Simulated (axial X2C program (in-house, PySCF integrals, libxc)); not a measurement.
**Low determinants of As₂⁺ at the PBE0 level, 2c**

Computed with an axial X2C code built on PySCF integrals. Two-component (2c) means X2C with spin–orbit coupling and atomic mean-field two-electron Coulomb and Gaunt terms. Basis: As dyall-cv3z [9s9p6d4f1g] (cores contracted in-house); Gaussian nuclei, density fitting, unrestricted open shells. Masses: As 74.922 u.

Search at 2.185 Å (vertical energies from the lowest determinant):

```
ΔE (eV)    state  electrons beyond evenly filled partner blocks  electrons in ±ω = 1/2, 3/2, 5/2, 7/2
   0.00  Ω = 3/2                                        ω = 3/2                             44 17 4 0
   0.18  Ω = 1/2                                        ω = 1/2                             43 18 4 0
   1.67  Ω = 1/2                          2 × ω = -1/2, ω = 3/2                             44 17 4 0
   1.88  Ω = 5/2                          ω = -1/2, 2 × ω = 3/2                             43 18 4 0
   2.64  Ω = 1/2                                        ω = 1/2                             45 16 4 0
   2.67  Ω = 7/2                           ω = 1/2, 2 × ω = 3/2                             43 18 4 0
   2.85  Ω = 3/2                                        ω = 3/2                             42 19 4 0
```

Lowest determinant, Ω = 3/2 (⟨Sz⟩ = 0.50, ⟨Lz⟩ = 1.00 at PBE0): Re = 2.181 Å, ωe = 402.4 cm⁻¹.

The determinant in row 2 of the search, Ω = 1/2 (⟨Sz⟩ = -0.50, ⟨Lz⟩ = 1.00 at PBE0), was followed along the bond at PBE0; measured from the minimum of the lowest determinant it gives:

Te = 0.181 eV (1457 cm⁻¹), Re = 2.181 Å, ωe = 402.9 cm⁻¹.

Compare the bond of the determinant in row 2 with that of the lowest one.

At PBE0 its Re is the same within 0.001 Å and its force constant, which goes as ωe², is 1.00 times that of the lowest determinant. T0 ≈ Te + Δωe/2 = 1457 + (0) = 1457 cm⁻¹.

The search compares states at one distance, so a state with another bond length can lie lower; it is not exhaustive and yields mostly the lowest determinant of each block pattern, so other components and higher states of one pattern are missing. These are energies of single determinants, not of spin-adapted states; PBE0 term energies can be off by some tenths of an eV, and the functional has no current term.
